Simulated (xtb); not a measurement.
ClSr, charge +1, singlet, from a rough starting geometry (GFN-xTB shapes and energies of metal compounds can be far from the true ones).

Input for xtb:
```
$ xtb mol.xyz --gfn 2 --chrg 1 --opt vtight --json

# file mol.xyz
2

Sr    -0.70777546    -0.69290323    -0.62789982
Cl     0.72445250     0.73583026     0.70166520
```

Problem. What does this run give for the HOMO-LUMO gap, total energy at the end of the optimisation?

Solution. 
| Quantity | Value |
|---|---|
| HOMO-LUMO gap | 1.53 eV |
| total energy at the end of the optimisation | -4.6197 Eh |
